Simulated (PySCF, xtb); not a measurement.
C₃H₈OSi, SMILES C=CO[SiH2]C.

xtb with GFN2-xTB at its own geometry gives an orbital gap of 5.09 eV and a dipole moment of 0.16 D.

The structure is a stationary point at B3LYP-D3(BJ)/def2-SVP. One conformer was computed; it need not be the lowest.

Q: What does r2SCAN/def2-TZVP in PySCF give? (Estimate from the structure and the level; the computed values follow.)

A: gap 5.72 eV (levels -5.86 and -0.14 eV), dipole 0.95 D.
